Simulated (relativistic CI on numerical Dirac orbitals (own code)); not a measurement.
## Ar4+: q coefficients and field-shift factors

Calculated at this level of theory: Dirac-Coulomb-Breit CI, orbitals from a KLI potential per configuration, valence Slater integrals scaled by 0.85, P86 correlation energy added to each configuration, derivatives by finite differences, QED left out (own radial code, finite nucleus).

Configuration list (outside the closed core [Ne]): 3s²3p², 3s3p³, 3s²3p3d, 3p⁴, 3s3p²3d, 3s²3p4s, 3s²3d², 3s3d³, 3p²3d², 3p3d³, 3p3d²4s. Double excitations out of closed p, d and f shells are left out; levels of such configurations are missing from the list, as are those of other unlisted configurations, and high levels can miss mixing partners.

With x = (α/α₀)² − 1 an excitation energy changes as ω = ω₀ + qx; K = 2q/ω₀ is the relative enhancement. Terms are leading LS components, so labels can repeat. The field-shift factor is F = δν/δ⟨r²⟩ for the transition from the lowest level.

Lowest level 3s²3p² ³P0.

| Level | ω₀ (cm⁻¹) | q (cm⁻¹) | F (GHz/fm²) |
| --- | --- | --- | --- |
| 3s²3p² ³P1 | 754.9 | 851.3 | 0.000567 |
| 3s²3p² ³P2 | 2004.5 | 2048 | 0.00128 |
| 3s²3p² ¹D2 | 16340.7 | 1639 | 0.0164 |
| 3s²3p² ¹S0 | 36304.4 | 1771 | -0.00422 |
| 3s3p³ ⁵S°2 | 93242.4 | 3788 | -1.75 |
| 3s3p³ ³D°1 | 132090.1 | 3492 | -1.49 |
| 3s3p³ ³D°2 | 132127.8 | 3520 | -1.49 |
| 3s3p³ ³D°3 | 132253.8 | 3714 | -1.5 |
| 3s3p³ ³P°0 | 151090.9 | 3744 | -1.49 |
| 3s3p³ ³P°2 | 151091.0 | 3794 | -1.49 |
| 3s3p³ ³P°1 | 151093.8 | 3773 | -1.49 |
| 3s3p³ ¹D°2 | 169225.5 | 3117 | -0.761 |
| 3s²3p3d ³F°2 | 200796.6 | 1090 | 0.342 |

At this charge configurations can still be misplaced by up to about 7 % of their energy.

Q: Which transition from the lowest level has the largest |K|?

A: 3s²3p² ³P1 at 754.9 cm⁻¹, K = 2.26.
